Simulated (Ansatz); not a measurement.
A short molecular-dynamics run on cyclo-(F2SiSe)3 (Si3Se3F6).

```yaml
crystal:
  periodic: [false, false, false]
  atoms:
    - {symbol: Si, position_ang: [0.115763, 1.950319, 0.042015]}
    - {symbol: F, position_ang: [0.512041, 3.521428, -0.028729]}
    - {symbol: F, position_ang: [-1.414062, 1.820429, 0.564695]}
    - {symbol: Se, position_ang: [1.549871, 1.039434, 1.561998]}
    - {symbol: Si, position_ang: [0.621720, -1.042488, 1.532479]}
    - {symbol: F, position_ang: [1.428247, -1.883746, 2.660451]}
    - {symbol: F, position_ang: [-0.941915, -0.966684, 1.956358]}
    - {symbol: Se, position_ang: [0.861119, -2.241402, -0.391641]}
    - {symbol: Si, position_ang: [-0.481794, -0.908172, -1.662804]}
    - {symbol: F, position_ang: [-0.563780, -1.641238, -3.107244]}
    - {symbol: F, position_ang: [-1.971853, -0.841328, -1.025912]}
    - {symbol: Se, position_ang: [0.284634, 1.193447, -2.101645]}
basis:
  gaussian: {orbitals: "6-31G*"}
hamiltonian: {xc: {name: revPBE}, dispersion: d4}
md: {timestep: 0.5 fs, n_steps: 25, ensemble: nve, temperature: 700, initial_velocities: maxwell_boltzmann, seed: 697}
scf: {omitted_lower_state_checks: [starts]}
```

```sh
$ ansatz run in.yaml --threads 2 --pin off --events-out ev --progress --plain --max-ram 32768MiB --backend cuda --devices 0, --max-vram 18GiB
```

```json
{"step": "0", "time (fs)": "0.0", "potential energy (eV)": "-235947.2342", "kinetic (eV)": "0.9048", "T (K)": "700", "conserved (eV)": "-235946.3294"}
{"step": "1", "time (fs)": "0.5", "potential energy (eV)": "-235947.2306", "kinetic (eV)": "0.9011", "T (K)": "697", "conserved (eV)": "-235946.3294"}
{"step": "2", "time (fs)": "1.0", "potential energy (eV)": "-235947.2238", "kinetic (eV)": "0.8944", "T (K)": "692", "conserved (eV)": "-235946.3294"}
{"step": "3", "time (fs)": "1.5", "potential energy (eV)": "-235947.2142", "kinetic (eV)": "0.8848", "T (K)": "685", "conserved (eV)": "-235946.3294"}
{"step": "4", "time (fs)": "2.0", "potential energy (eV)": "-235947.2020", "kinetic (eV)": "0.8726", "T (K)": "675", "conserved (eV)": "-235946.3294"}
{"step": "5", "time (fs)": "2.5", "potential energy (eV)": "-235947.1874", "kinetic (eV)": "0.8581", "T (K)": "664", "conserved (eV)": "-235946.3294"}
{"step": "6", "time (fs)": "3.0", "potential energy (eV)": "-235947.1708", "kinetic (eV)": "0.8415", "T (K)": "651", "conserved (eV)": "-235946.3293"}
{"step": "7", "time (fs)": "3.5", "potential energy (eV)": "-235947.1526", "kinetic (eV)": "0.8233", "T (K)": "637", "conserved (eV)": "-235946.3293"}
{"step": "8", "time (fs)": "4.0", "potential energy (eV)": "-235947.1332", "kinetic (eV)": "0.8040", "T (K)": "622", "conserved (eV)": "-235946.3293"}
{"step": "9", "time (fs)": "4.5", "potential energy (eV)": "-235947.1131", "kinetic (eV)": "0.7838", "T (K)": "606", "conserved (eV)": "-235946.3292"}
{"step": "10", "time (fs)": "5.0", "potential energy (eV)": "-235947.0926", "kinetic (eV)": "0.7633", "T (K)": "591", "conserved (eV)": "-235946.3292"}
{"step": "11", "time (fs)": "5.5", "potential energy (eV)": "-235947.0722", "kinetic (eV)": "0.7430", "T (K)": "575", "conserved (eV)": "-235946.3292"}
{"step": "12", "time (fs)": "6.0", "potential energy (eV)": "-235947.0523", "kinetic (eV)": "0.7231", "T (K)": "559", "conserved (eV)": "-235946.3292"}
{"step": "13", "time (fs)": "6.5", "potential energy (eV)": "-235947.0334", "kinetic (eV)": "0.7042", "T (K)": "545", "conserved (eV)": "-235946.3291"}
{"step": "14", "time (fs)": "7.0", "potential energy (eV)": "-235947.0157", "kinetic (eV)": "0.6866", "T (K)": "531", "conserved (eV)": "-235946.3291"}
{"step": "15", "time (fs)": "7.5", "potential energy (eV)": "-235946.9997", "kinetic (eV)": "0.6706", "T (K)": "519", "conserved (eV)": "-235946.3291"}
{"step": "16", "time (fs)": "8.0", "potential energy (eV)": "-235946.9855", "kinetic (eV)": "0.6564", "T (K)": "508", "conserved (eV)": "-235946.3291"}
{"step": "17", "time (fs)": "8.5", "potential energy (eV)": "-235946.9734", "kinetic (eV)": "0.6443", "T (K)": "498", "conserved (eV)": "-235946.3291"}
{"step": "18", "time (fs)": "9.0", "potential energy (eV)": "-235946.9633", "kinetic (eV)": "0.6343", "T (K)": "491", "conserved (eV)": "-235946.3291"}
{"step": "19", "time (fs)": "9.5", "potential energy (eV)": "-235946.9555", "kinetic (eV)": "0.6264", "T (K)": "485", "conserved (eV)": "-235946.3291"}
{"step": "20", "time (fs)": "10.0", "potential energy (eV)": "-235946.9499", "kinetic (eV)": "0.6208", "T (K)": "480", "conserved (eV)": "-235946.3291"}
{"step": "21", "time (fs)": "10.5", "potential energy (eV)": "-235946.9463", "kinetic (eV)": "0.6172", "T (K)": "477", "conserved (eV)": "-235946.3291"}
{"step": "22", "time (fs)": "11.0", "potential energy (eV)": "-235946.9445", "kinetic (eV)": "0.6154", "T (K)": "476", "conserved (eV)": "-235946.3291"}
{"step": "23", "time (fs)": "11.5", "potential energy (eV)": "-235946.9445", "kinetic (eV)": "0.6153", "T (K)": "476", "conserved (eV)": "-235946.3291"}
{"step": "24", "time (fs)": "12.0", "potential energy (eV)": "-235946.9458", "kinetic (eV)": "0.6166", "T (K)": "477", "conserved (eV)": "-235946.3292"}
{"step": "25", "time (fs)": "12.5", "potential energy (eV)": "-235946.9482", "kinetic (eV)": "0.6190", "T (K)": "479", "conserved (eV)": "-235946.3292"}
```

Velocities are drawn at the set temperature; a run this short doesn't reach equilibrium.

The 6-31G sets use Cartesian d functions.

Frames (Å, forces in eV/Å):

```xyz
12
time=0.0 fs
Si    0.116    1.950    0.042   -0.152    0.289    0.065
F     0.512    3.521   -0.029   -0.058   -0.224    0.011
F    -1.414    1.820    0.565    0.204   -0.011   -0.071
Se    1.550    1.039    1.562    0.013    0.009    0.013
Si    0.622   -1.042    1.532   -0.078   -0.154    0.285
F     1.428   -1.884    2.660   -0.117    0.120   -0.160
F    -0.942   -0.967    1.956    0.201    0.005   -0.080
Se    0.861   -2.241   -0.392    0.008   -0.018   -0.004
Si   -0.482   -0.908   -1.663   -0.240   -0.135   -0.187
F    -0.564   -1.641   -3.107    0.010    0.105    0.207
F    -1.972   -0.841   -1.026    0.207    0.005   -0.061
Se    0.285    1.193   -2.102    0.002    0.010   -0.018
12
time=0.5 fs
Si    0.116    1.952    0.045   -0.159    0.352    0.005
F     0.510    3.526   -0.026   -0.087   -0.322    0.015
F    -1.416    1.816    0.564    0.234    0.001   -0.073
Se    1.550    1.041    1.562    0.021    0.001    0.019
Si    0.620   -1.041    1.530    0.153   -0.254    0.374
F     1.426   -1.888    2.661   -0.172    0.205   -0.268
F    -0.936   -0.965    1.960    0.028    0.017   -0.052
Se    0.861   -2.243   -0.392    0.009   -0.012   -0.003
Si   -0.479   -0.908   -1.663   -0.329   -0.182   -0.269
F    -0.567   -1.643   -3.110    0.028    0.155    0.305
F    -1.971   -0.839   -1.025    0.265    0.000   -0.077
Se    0.285    1.193   -2.103    0.011    0.039    0.024
12
time=1.0 fs
Si    0.116    1.953    0.048   -0.167    0.412   -0.054
F     0.508    3.531   -0.023   -0.114   -0.417    0.020
F    -1.417    1.811    0.563    0.263    0.014   -0.075
Se    1.551    1.042    1.563    0.029   -0.008    0.024
Si    0.618   -1.040    1.528    0.383   -0.351    0.456
F     1.423   -1.892    2.662   -0.224    0.287   -0.370
F    -0.931   -0.962    1.964   -0.149    0.029   -0.022
Se    0.860   -2.244   -0.392    0.009   -0.007   -0.002
Si   -0.476   -0.907   -1.663   -0.415   -0.228   -0.348
F    -0.570   -1.646   -3.112    0.046    0.204    0.400
F    -1.970   -0.837   -1.025    0.320   -0.005   -0.092
Se    0.286    1.193   -2.105    0.020    0.069    0.065
12
time=1.5 fs
Si    0.116    1.954    0.050   -0.176    0.469   -0.113
F     0.507    3.536   -0.020   -0.140   -0.507    0.024
F    -1.419    1.806    0.561    0.291    0.027   -0.077
Se    1.551    1.043    1.563    0.037   -0.016    0.029
Si    0.616   -1.038    1.526    0.613   -0.445    0.530
F     1.421   -1.896    2.663   -0.272    0.366   -0.468
F    -0.926   -0.960    1.967   -0.329    0.042    0.010
Se    0.860   -2.246   -0.391    0.009   -0.002   -0.002
Si   -0.474   -0.907   -1.664   -0.499   -0.272   -0.424
F    -0.574   -1.648   -3.115    0.064    0.251    0.491
F    -1.969   -0.835   -1.024    0.373   -0.010   -0.107
Se    0.286    1.192   -2.106    0.029    0.097    0.105
12
time=2.5 fs
Si    0.116    1.957    0.056   -0.194    0.568   -0.225
F     0.503    3.545   -0.014   -0.188   -0.675    0.033
F    -1.422    1.797    0.559    0.346    0.054   -0.080
Se    1.551    1.046    1.564    0.053   -0.032    0.039
Si    0.613   -1.035    1.522    1.061   -0.621    0.655
F     1.416   -1.904    2.665   -0.354    0.510   -0.646
F    -0.915   -0.956    1.974   -0.691    0.068    0.081
Se    0.859   -2.249   -0.391    0.008    0.010    0.000
Si   -0.469   -0.906   -1.665   -0.658   -0.354   -0.565
F    -0.580   -1.652   -3.120    0.101    0.338    0.659
F    -1.967   -0.831   -1.024    0.471   -0.020   -0.133
Se    0.287    1.191   -2.109    0.046    0.153    0.182
12
time=3.0 fs
Si    0.116    1.959    0.059   -0.204    0.611   -0.280
F     0.501    3.549   -0.011   -0.210   -0.752    0.036
F    -1.423    1.793    0.558    0.372    0.067   -0.080
Se    1.552    1.047    1.564    0.060   -0.040    0.044
Si    0.612   -1.034    1.520    1.275   -0.703    0.706
F     1.413   -1.908    2.665   -0.388    0.576   -0.726
F    -0.910   -0.954    1.978   -0.870    0.081    0.118
Se    0.858   -2.250   -0.391    0.007    0.016    0.001
Si   -0.466   -0.906   -1.665   -0.733   -0.390   -0.628
F    -0.583   -1.654   -3.122    0.119    0.378    0.735
F    -1.966   -0.829   -1.023    0.516   -0.025   -0.144
Se    0.287    1.191   -2.111    0.055    0.180    0.218
12
time=3.5 fs
Si    0.116    1.960    0.061   -0.214    0.648   -0.333
F     0.499    3.554   -0.008   -0.231   -0.824    0.040
F    -1.424    1.788    0.557    0.397    0.081   -0.081
Se    1.552    1.049    1.565    0.068   -0.047    0.048
Si    0.610   -1.033    1.518    1.481   -0.779    0.750
F     1.411   -1.912    2.666   -0.417    0.636   -0.799
F    -0.904   -0.952    1.981   -1.044    0.095    0.155
Se    0.858   -2.252   -0.391    0.007    0.022    0.002
Si   -0.464   -0.906   -1.666   -0.803   -0.424   -0.687
F    -0.586   -1.656   -3.124    0.137    0.415    0.807
F    -1.965   -0.827   -1.023    0.557   -0.030   -0.155
Se    0.288    1.190   -2.112    0.063    0.206    0.254
12
time=4.5 fs
Si    0.116    1.963    0.067   -0.236    0.707   -0.435
F     0.495    3.562   -0.002   -0.268   -0.951    0.046
F    -1.427    1.779    0.555    0.445    0.109   -0.081
Se    1.553    1.051    1.565    0.083   -0.062    0.056
Si    0.608   -1.031    1.515    1.856   -0.915    0.817
F     1.405   -1.920    2.666   -0.461    0.743   -0.926
F    -0.894   -0.947    1.989   -1.374    0.121    0.228
Se    0.857   -2.255   -0.391    0.005    0.034    0.002
Si   -0.459   -0.906   -1.667   -0.932   -0.482   -0.789
F    -0.593   -1.660   -3.129    0.173    0.481    0.932
F    -1.963   -0.823   -1.022    0.629   -0.040   -0.173
Se    0.289    1.189   -2.116    0.080    0.256    0.322
12
time=5.0 fs
Si    0.116    1.965    0.069   -0.248    0.727   -0.483
F     0.493    3.566    0.001   -0.284   -1.007    0.048
F    -1.428    1.774    0.553    0.467    0.123   -0.081
Se    1.553    1.053    1.566    0.090   -0.069    0.060
Si    0.607   -1.030    1.513    2.022   -0.975    0.842
F     1.402   -1.923    2.667   -0.476    0.789   -0.980
F    -0.890   -0.945    1.992   -1.524    0.134    0.262
Se    0.856   -2.256   -0.391    0.004    0.040    0.002
Si   -0.457   -0.906   -1.668   -0.989   -0.507   -0.832
F    -0.596   -1.661   -3.131    0.190    0.510    0.987
F    -1.961   -0.821   -1.022    0.660   -0.045   -0.180
Se    0.289    1.189   -2.117    0.087    0.280    0.354
12
time=5.5 fs
Si    0.116    1.967    0.072   -0.259    0.742   -0.530
F     0.491    3.570    0.004   -0.299   -1.057    0.051
F    -1.429    1.770    0.552    0.489    0.137   -0.080
Se    1.553    1.054    1.566    0.097   -0.076    0.063
Si    0.606   -1.029    1.511    2.171   -1.029    0.863
F     1.400   -1.927    2.667   -0.485    0.829   -1.026
F    -0.885   -0.943    1.996   -1.663    0.147    0.294
Se    0.856   -2.258   -0.391    0.003    0.046    0.002
Si   -0.455   -0.905   -1.669   -1.042   -0.528   -0.870
F    -0.599   -1.663   -3.132    0.206    0.536    1.035
F    -1.960   -0.819   -1.021    0.687   -0.050   -0.187
Se    0.290    1.189   -2.119    0.095    0.303    0.385
12
time=6.5 fs
Si    0.116    1.971    0.077   -0.282    0.753   -0.618
F     0.487    3.578    0.010   -0.324   -1.140    0.054
F    -1.431    1.760    0.550    0.528    0.166   -0.078
Se    1.554    1.056    1.567    0.110   -0.088    0.069
Si    0.605   -1.027    1.508    2.410   -1.117    0.893
F     1.394   -1.934    2.667   -0.490    0.894   -1.100
F    -0.877   -0.938    2.004   -1.896    0.170    0.346
Se    0.855   -2.261   -0.391    0.000    0.059    0.000
Si   -0.451   -0.905   -1.670   -1.133   -0.561   -0.929
F    -0.605   -1.666   -3.135    0.238    0.578    1.115
F    -1.957   -0.815   -1.021    0.730   -0.060   -0.196
Se    0.291    1.188   -2.121    0.110    0.346    0.444
12
time=7.0 fs
Si    0.116    1.973    0.079   -0.294    0.750   -0.660
F     0.485    3.581    0.014   -0.334   -1.173    0.056
F    -1.432    1.756    0.549    0.546    0.181   -0.077
Se    1.554    1.058    1.567    0.117   -0.094    0.071
Si    0.605   -1.027    1.507    2.496   -1.152    0.904
F     1.391   -1.937    2.666   -0.486    0.919   -1.126
F    -0.873   -0.936    2.008   -1.988    0.180    0.366
Se    0.854   -2.262   -0.391   -0.002    0.065   -0.001
Si   -0.449   -0.906   -1.672   -1.171   -0.572   -0.950
F    -0.608   -1.668   -3.137    0.252    0.595    1.145
F    -1.955   -0.813   -1.020    0.746   -0.065   -0.199
Se    0.291    1.187   -2.123    0.117    0.367    0.471
12
time=7.5 fs
Si    0.115    1.975    0.082   -0.305    0.740   -0.699
F     0.483    3.585    0.017   -0.343   -1.201    0.057
F    -1.433    1.751    0.547    0.562    0.196   -0.075
Se    1.555    1.059    1.568    0.123   -0.100    0.073
Si    0.605   -1.026    1.505    2.559   -1.179    0.913
F     1.388   -1.940    2.666   -0.477    0.938   -1.146
F    -0.870   -0.934    2.011   -2.061    0.190    0.380
Se    0.854   -2.264   -0.391   -0.004    0.071   -0.004
Si   -0.447   -0.906   -1.673   -1.203   -0.579   -0.965
F    -0.611   -1.669   -3.138    0.266    0.608    1.170
F    -1.953   -0.811   -1.020    0.758   -0.070   -0.200
Se    0.292    1.187   -2.124    0.124    0.386    0.498
12
time=8.5 fs
Si    0.115    1.979    0.086   -0.327    0.702   -0.773
F     0.478    3.591    0.023   -0.357   -1.238    0.057
F    -1.435    1.743    0.545    0.592    0.226   -0.071
Se    1.556    1.062    1.568    0.136   -0.110    0.075
Si    0.606   -1.025    1.503    2.612   -1.213    0.929
F     1.381   -1.946    2.664   -0.445    0.961   -1.167
F    -0.863   -0.929    2.019   -2.149    0.206    0.390
Se    0.853   -2.266   -0.391   -0.007    0.083   -0.009
Si   -0.444   -0.906   -1.675   -1.252   -0.585   -0.979
F    -0.617   -1.672   -3.140    0.291    0.626    1.201
F    -1.949   -0.807   -1.020    0.769   -0.080   -0.200
Se    0.293    1.186   -2.127    0.138    0.422    0.547
12
time=9.0 fs
Si    0.115    1.981    0.088   -0.338    0.674   -0.807
F     0.476    3.594    0.026   -0.362   -1.248    0.057
F    -1.435    1.738    0.544    0.604    0.241   -0.068
Se    1.556    1.063    1.569    0.141   -0.114    0.076
Si    0.606   -1.025    1.502    2.600   -1.220    0.936
F     1.378   -1.948    2.663   -0.422    0.965   -1.167
F    -0.861   -0.926    2.023   -2.163    0.212    0.384
Se    0.853   -2.268   -0.391   -0.009    0.089   -0.013
Si   -0.443   -0.906   -1.677   -1.267   -0.582   -0.978
F    -0.620   -1.673   -3.141    0.302    0.630    1.207
F    -1.947   -0.806   -1.020    0.769   -0.085   -0.199
Se    0.293    1.186   -2.129    0.144    0.439    0.570
12
time=9.5 fs
Si    0.114    1.983    0.090   -0.348    0.640   -0.839
F     0.473    3.597    0.029   -0.366   -1.253    0.057
F    -1.436    1.734    0.542    0.615    0.256   -0.065
Se    1.556    1.064    1.569    0.147   -0.118    0.076
Si    0.607   -1.025    1.501    2.564   -1.218    0.943
F     1.375   -1.951    2.662   -0.395    0.963   -1.161
F    -0.858   -0.924    2.027   -2.156    0.216    0.372
Se    0.852   -2.269   -0.390   -0.011    0.095   -0.018
Si   -0.441   -0.907   -1.678   -1.278   -0.576   -0.970
F    -0.623   -1.674   -3.141    0.312    0.631    1.208
F    -1.945   -0.804   -1.019    0.765   -0.090   -0.196
Se    0.294    1.186   -2.130    0.150    0.455    0.592
12
time=10.5 fs
Si    0.114    1.988    0.094   -0.365    0.553   -0.897
F     0.468    3.602    0.035   -0.370   -1.245    0.055
F    -1.437    1.725    0.540    0.633    0.286   -0.059
Se    1.557    1.067    1.570    0.157   -0.126    0.075
Si    0.610   -1.025    1.499    2.418   -1.193    0.956
F     1.368   -1.956    2.660   -0.328    0.943   -1.128
F    -0.854   -0.919    2.036   -2.083    0.221    0.327
Se    0.851   -2.272   -0.390   -0.016    0.107   -0.028
Si   -0.439   -0.907   -1.681   -1.281   -0.554   -0.939
F    -0.628   -1.676   -3.142    0.329    0.623    1.191
F    -1.940   -0.800   -1.019    0.744   -0.099   -0.186
Se    0.295    1.185   -2.133    0.162    0.484    0.633
12
time=11.0 fs
Si    0.113    1.991    0.096   -0.373    0.502   -0.924
F     0.466    3.604    0.038   -0.370   -1.233    0.053
F    -1.437    1.721    0.539    0.640    0.301   -0.055
Se    1.557    1.068    1.570    0.162   -0.130    0.074
Si    0.611   -1.025    1.498    2.311   -1.169    0.963
F     1.364   -1.958    2.658   -0.289    0.925   -1.102
F    -0.852   -0.917    2.040   -2.019    0.221    0.295
Se    0.851   -2.274   -0.390   -0.018    0.113   -0.034
Si   -0.438   -0.908   -1.683   -1.274   -0.538   -0.915
F    -0.631   -1.677   -3.142    0.335    0.614    1.174
F    -1.938   -0.798   -1.019    0.728   -0.104   -0.180
Se    0.295    1.185   -2.134    0.167    0.497    0.652
12
time=11.5 fs
Si    0.113    1.993    0.098   -0.380    0.444   -0.948
F     0.463    3.606    0.041   -0.369   -1.216    0.052
F    -1.437    1.717    0.537    0.644    0.316   -0.051
Se    1.558    1.069    1.571    0.166   -0.133    0.073
Si    0.613   -1.025    1.498    2.183   -1.137    0.968
F     1.361   -1.960    2.657   -0.246    0.902   -1.070
F    -0.851   -0.914    2.044   -1.939    0.220    0.256
Se    0.850   -2.275   -0.390   -0.020    0.119   -0.040
Si   -0.437   -0.908   -1.685   -1.261   -0.518   -0.886
F    -0.634   -1.678   -3.142    0.341    0.602    1.150
F    -1.935   -0.796   -1.019    0.708   -0.108   -0.172
Se    0.296    1.185   -2.135    0.173    0.509    0.669
12
time=12.5 fs
Si    0.112    1.998    0.102   -0.390    0.314   -0.991
F     0.458    3.610    0.048   -0.363   -1.166    0.047
F    -1.437    1.708    0.535    0.649    0.345   -0.043
Se    1.559    1.072    1.572    0.173   -0.139    0.068
Si    0.617   -1.026    1.497    1.871   -1.051    0.975
F     1.354   -1.964    2.653   -0.148    0.839   -0.985
F    -0.849   -0.909    2.053   -1.734    0.213    0.161
Se    0.849   -2.278   -0.390   -0.025    0.131   -0.055
Si   -0.436   -0.910   -1.689   -1.218   -0.470   -0.812
F    -0.639   -1.679   -3.142    0.348    0.569    1.086
F    -1.930   -0.792   -1.019    0.656   -0.115   -0.152
Se    0.297    1.184   -2.138    0.182    0.531    0.701
```

Hardware: 2 threads of AMD EPYC 7R13 on a shared host and a share (18 GiB) of an NVIDIA H100 80GB HBM3. Wall time 63 s, peak host memory 0.89 GiB.
